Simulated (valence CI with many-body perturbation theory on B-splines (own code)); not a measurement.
## Level structure of Kr⁵⁺

Calculated by configuration interaction combined with many-body perturbation theory (CI+MBPT): three valence electrons over a frozen Dirac-Fock core [Ar] 3d10, a basis of 11 s, 11 p, 9 d, 7 f, 5 g, 2 h, 1 i functions for each j, with the one-electron correlation potential Σ1 (screened to all orders), the two-electron term Σ2, the three-electron term Σ3, Breit, model QED; selected single and double excitations, second order for the rest, scaled by the run's own slope (own B-spline code, finite nucleus).

Against 39 measured levels this calculation errs by 174 cm⁻¹ on average and by 872 at most. These come from a selection out of Saloman, J. Phys. Chem. Ref. Data 36, 215 (2007). Levels without a partner in it may be off by more. 4 measured levels below the end of the list, from 390595 cm⁻¹ on, found no clear computed partner, and computed levels of the same name lie up to 2816 cm⁻¹ from them.

Levels 1 to 45 of 71, with energies above the lowest level, 4s2 4p 2P°_1/2. "Leading %" is the weight of the configuration and term that name the level; weights of strongly mixed levels are sums over their largest components and can fall short. Lifetimes count E1, E2, E3, M1 and M2 decay at the calculated energies, and are blank where another channel may lead or the interval is too uncertain; long ones can be off by a factor of two.

```tsv
No.	Configuration	Term	J	E (eV)	Leading %	Second component	Lifetime
1	4s2 4p	2P°	1/2	0.000	97		
2	4s2 4p	2P°	3/2	1.005	97		208 ms
3	4s 4p2	4P	1/2	13.349	98		66.3 ns
4	4s 4p2	4P	3/2	13.765	99		353 ns
5	4s 4p2	4P	5/2	14.297	97		92.4 ns
6	4s 4p2	2D	3/2	17.549	89	8 % 4s2 4d 2D	908 ps
7	4s 4p2	2D	5/2	17.679	88	8 % 4s2 4d 2D	1.17 ns
8	4s 4p2	2S	1/2	21.081	76	21 % 4s 4p2 2P	128 ps
9	4s 4p2	2P	1/2	22.365	76	21 % 4s 4p2 2S	69.8 ps
10	4s 4p2	2P	3/2	22.801	96		59.1 ps
11	4s2 4d	2D	3/2	27.537	88	8 % 4s 4p2 2D	39.3 ps
12	4s2 4d	2D	5/2	27.652	89	8 % 4s 4p2 2D	42.0 ps
13	4s2 5s	2S	1/2	34.159	96		53.0 ps
14	4p3	2D°	3/2	34.193	60	18 % 4s 4p 4d 2D°	265 ps
15	4p3	2D°	5/2	34.443	75	23 % 4s 4p 4d 2D°	521 ps
16	4p3	4S°	3/2	34.552	82	12 % 4p3 2D°	78.2 ps
17	4p3	2P°	1/2	37.629	82	15 % 4s 4p 4d 2P°	161 ps
18	4p3	2P°	3/2	37.837	74	16 % 4s 4p 4d 2P°	165 ps
19	4s 4p 4d	4F°	3/2	38.719	98		4.78 ns
20	4s 4p 4d	4F°	5/2	38.932	97		3.42 ns
21	4s 4p 4d	4F°	7/2	39.251	97		3.16 ns
22	4s 4p 4d	4F°	9/2	39.705	99		
23	4s2 5p	2P°	1/2	40.189	95		246 ps
24	4s2 5p	2P°	3/2	40.502	95		235 ps
25	4s 4p 4d	4P°	5/2	41.125	68	25 % 4s 4p 4d 4D°	50.5 ps
26	4s 4p 4d	4D°	3/2	41.272	54	43 % 4s 4p 4d 4P°	41.5 ps
27	4s 4p 4d	4D°	1/2	41.374	83	15 % 4s 4p 4d 4P°	35.5 ps
28	4s 4p 4d	4P°	1/2	41.875	84	15 % 4s 4p 4d 4D°	50.6 ps
29	4s 4p 4d	4D°	7/2	41.895	97		35.0 ps
30	4s 4p 4d	4P°	3/2	41.919	54	44 % 4s 4p 4d 4D°	43.4 ps
31	4s 4p 4d	4D°	5/2	41.932	72	24 % 4s 4p 4d 4P°	38.1 ps
32	4s 4p 4d	2D°	3/2	42.527	80	15 % 4p3 2D°	52.3 ps
33	4s 4p 4d	2D°	5/2	42.565	73	13 % 4p3 2D°	54.6 ps
34	4s 4p 4d	2F°	5/2	43.602	89		134 ps
35	4s2 4f	2F°	7/2	44.169	50	46 % 4s 4p 4d 2F°	482 ps
36	4s2 4f	2F°	5/2	44.332	60	37 % 4s 4p 4d 2F°	55.9 ps
37	4s 4p 4d	2F°	7/2	44.493	85	12 % 4s2 4f 2F°	42.2 ps
38	4s 4p 4d	2P°	3/2	46.394	80	12 % 4p3 2P°	38.5 ps
39	4s 4p 4d	2P°	1/2	46.764	85	10 % 4p3 2P°	42.1 ps
40	4s 4p 5s	4P°	1/2	48.534	96		75.1 ps
41	4s 4p 4d	2D°	3/2	48.727	55	26 % 4s 4p 4d 2P°	28.5 ps
42	4s 4p 4d	2P°	1/2	48.755	89		34.5 ps
43	4s 4p 5s	4P°	3/2	48.851	81	9 % 4s 4p 4d 2D°	56.5 ps
44	4s 4p 4d	2D°	5/2	48.936	86	8 % 4p3 2D°	23.6 ps
45	4s 4p 4d	2P°	3/2	48.946	63	18 % 4s 4p 4d 2D°	32.4 ps
```

Names give the largest LS component (configuration and term), which can be under half, so a name can repeat, a term be missing and a line seem to break the LS rules; names also repeat where a configuration has a term twice.

Where two levels of one J and parity lie close, their mixing, g and order are uncertain.

The ionisation energy to 4s2 1S_0 of the next ion comes out as 78.422 eV (NIST: 78.49 ± 0.2 eV (semi-empirical)). All 71 levels together are meant to be complete up to 57.353 eV.
